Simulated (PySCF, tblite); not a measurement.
A set of runs on `C[NH][Ge@H]([NH2])[GeH2][F]`; the geometry of each is named by its level. Settings lines and outputs come from a driver script.

CH9FGe2N2.
SMILES with atom numbers: `[CH3:1][NH:2][Ge@H:3]([NH2:4])[GeH2:5][F:6]` (hydrogens: H7, H8, H9 on C1; H10 on N2; H11 on Ge3; H12, H13 on N4; H14, H15 on Ge5)

Step 1: GFN2-xTB geometry optimisation, gas phase (tblite 0.8.0) (from a force-field or distance-geometry start)
```json
{"job": {"kind": "relax", "xc": "GFN2-xTB", "basis": "xTB"}, "charge": 0, "multiplicity": 1}
```
```
step      E/eV     max force
  0    -576.81646    1.641
  1    -576.95700    0.904
  2    -577.01859    0.653
...
 80    -577.32298    0.022
 81    -577.32303    0.025
 82    -577.32307    0.016
 83    -577.32309    0.010
 84    -577.32310    0.009
```

Energy lowered by 11.7 kcal/mol over 84 steps; largest atomic force 0.009 eV/Å at the end. «max force» is the largest atomic force in eV/Å.

Hardware: one thread of an Arm Neoverse V2, no GPU, on a shared host. Cost: 0.44 s wall.

Step 2: GFN2-xTB harmonic vibrations, gas phase (tblite 0.8.0) (on the GFN2-xTB geometry)
```json
{"job": {"kind": "ir", "xc": "GFN2-xTB", "basis": "xTB"}, "charge": 0, "multiplicity": 1}
```
```
(table of modes left out)
```

39 modes from -12 to 3440 cm⁻¹ (unscaled, harmonic, a negative number standing for an imaginary wavenumber); zero-point energy 62.3 kcal/mol from the real modes; the lowest is imaginary at this level.

Time: 0.38 s. Hardware: one thread, Arm Neoverse V2 (aarch64), no GPU, shared host with 32 logical CPUs at a one-minute load of 7.6.

Step 3: TDDFT CAM-B3LYP/def2-SVPD, vertical, gas phase, core orbitals frozen in the response (PySCF 2.14.0, density-fitted response routines) (on the GFN2-xTB geometry)
```json
{"job": {"kind": "uv", "xc": "CAM-B3LYP", "basis": "def2-SVPD", "nstates": 8, "ntriplets": 3}, "charge": 0, "multiplicity": 1}
```
```
...
Static polarisability (au): isotropic 92.357, principal 76.803 93.039 107.228
Singlet excitations
state   eV       nm        f      main configurations
  1   5.2328    236.9   0.03900   H->L 0.92
  2   5.9306    209.1   0.03891   H->L+1 0.80, H->L+3 0.11
  3   6.1709    200.9   0.02747   H-1->L 0.75, H-1->L+1 0.11
  4   6.5103    190.4   0.05936   H->L+3 0.60, H->L+1 0.10, H-2->L 0.09
  5   6.6637    186.1   0.19876   H->L+2 0.74
  6   6.8982    179.7   0.01214   H-1->L+1 0.52, H-1->L 0.20, H-1->L+2 0.15
  7   6.9877    177.4   0.01043   H-2->L 0.51, H-3->L 0.15, H->L+4 0.10
  8   7.0745    175.3   0.00462   H-3->L 0.69, H->L+4 0.16
Triplet excitations (Tamm-Dancoff, eV): 4.7643 5.4437 5.8262
```

HOMO -8.17 eV, LUMO -0.01 eV; lowest singlet 5.23 eV; lowest triplet 4.76 eV (Tamm–Dancoff); mean polarisability 92.4 au.

On one thread, Arm Neoverse V2 (aarch64), shared host with 32 logical CPUs at a one-minute load of 22, this took 1.8 min of wall time (with the writing of density and orbital grids) and 1.1 GiB of memory at its peak.

Geometry of the electronic-property runs (GFN2-xTB):
```
atom  x, y, z in Å
C1    -1.448   -1.810   -0.039
N2    -0.051   -1.444    0.141
Ge3    0.598    0.101   -0.611
N4     2.391    0.219   -0.370
Ge5   -0.398    2.189    0.172
F6    -0.135    2.217    1.938
H7    -1.715   -1.639   -1.082
H8    -1.577   -2.871    0.183
H9    -2.132   -1.236    0.594
H10    0.218   -1.583    1.108
H11    0.367   -0.109   -2.093
H12    2.906   -0.648   -0.444
H13    2.708    0.708    0.456
H14    0.179    3.556   -0.157
H15   -1.915    2.356    0.181
```

 (This holds for the electronic-property runs.)

One conformer stands for the species.
